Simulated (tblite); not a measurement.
Parent: `[CH2:1]=[CH:2][SiH2:3][C:4](=[CH2:5])[O:6][SiH3:7]` with C1–C2–Si3–C4 118°, C2–Si3–C4–C5 -1°, Si3–C4–O6–Si7 179°, C4H10OSi2.

The geometries are computed with GFN2-xTB (gas phase). One conformer each, not checked by frequencies here.

```tsv
coordinate of the parent	value
C1=C2	1.324 Å
C2–Si3	1.883 Å
Si3–C4	1.896 Å
C4=C5	1.326 Å
C4–O6	1.359 Å
O6–Si7	1.624 Å
C1–C2–Si3	125.1°
C2–Si3–C4	109.4°
Si3–C4–C5	126.7°
Si3–C4–O6	110.2°
C5–C4–O6	123.2°
C4–O6–Si7	133.8°
```

Q: How does the shared frame change in `[CH2:1]=[CH:2][Si@@H:3]([OH:4])[C:5](=[CH2:6])[O:7][SiH3:8]` with C1–C2–Si3–O4 0°, C2–Si3–O4–H 111°, C2–Si3–C5–C6 70°, Si3–C5–O7–Si8 177°, C4H10O2Si2? Atoms pair as C1 = C1, C2 = C2, Si3 = Si3, C4 = C5, C5 = C6, O6 = O7, Si7 = Si8 (parent first).

A: 
```json
{"parent": "C1=C2", "relative": "C1=C2", "value in the relative": "1.324 Å", "change": "0.000"}
{"parent": "C2–Si3", "relative": "C2–Si3", "value in the relative": "1.886 Å", "change": "+0.003"}
{"parent": "Si3–C4", "relative": "Si3–C5", "value in the relative": "1.904 Å", "change": "+0.008"}
{"parent": "C4=C5", "relative": "C5=C6", "value in the relative": "1.324 Å", "change": "-0.002"}
{"parent": "C4–O6", "relative": "C5–O7", "value in the relative": "1.365 Å", "change": "+0.006"}
{"parent": "O6–Si7", "relative": "O7–Si8", "value in the relative": "1.624 Å", "change": "0.000"}
{"parent": "C1–C2–Si3", "relative": "C1–C2–Si3", "value in the relative": "124.5°", "change": "-0.6"}
{"parent": "C2–Si3–C4", "relative": "C2–Si3–C5", "value in the relative": "108.7°", "change": "-0.7"}
{"parent": "Si3–C4–C5", "relative": "Si3–C5–C6", "value in the relative": "126.3°", "change": "-0.4"}
{"parent": "Si3–C4–O6", "relative": "Si3–C5–O7", "value in the relative": "110.8°", "change": "+0.6"}
{"parent": "C5–C4–O6", "relative": "C6–C5–O7", "value in the relative": "122.9°", "change": "-0.3"}
{"parent": "C4–O6–Si7", "relative": "C5–O7–Si8", "value in the relative": "133.6°", "change": "-0.2"}
```

Of the parent's bonds, Si3–C4 changes most (+0.008 Å). Bonds of the relative outside the shared frame: Si3–O4 1.626 Å. Point group C1 → C1.
